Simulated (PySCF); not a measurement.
System: sum formula HSiOBr$_{3}$, charge 0, multiplicity 1. 
Coordinates optimised at B3LYP-D3(BJ)/def2-TZVP (Ansatz):
```xyz
6

Si    -0.3854     0.0297    -0.2892
Br    -0.6666    -1.5689     1.2211
Br    -0.0672     1.9442     0.7825
Br     1.3425    -0.4252    -1.5709
O     -1.6718     0.1260    -1.2757
H     -2.5319     0.3209    -0.8897
```
Charge 0, spin multiplicity 1.

Dispersion corrections to the total energy (kcal/mol) from the dftd3 and dftd4 libraries through PySCF: D3(BJ) without and D4 with the three-body term, each with the damping fitted for the functional named.

```tsv
functional	D3(BJ)	D4
LC-wPBE	-6.52	-7.49
BP86	[?]	-9.47
TPSSh	[?]	-7.91
PBE	[?]	-6.52
B2PLYP	-6.12	-4.55
B3LYP	-11.31	-10.85
BHLYP	-10.15	-10.09
```

Complete the blanks.


- BP86, D3(BJ): -11.55
- TPSSh, D3(BJ): -7.24
- PBE, D3(BJ): -5.56
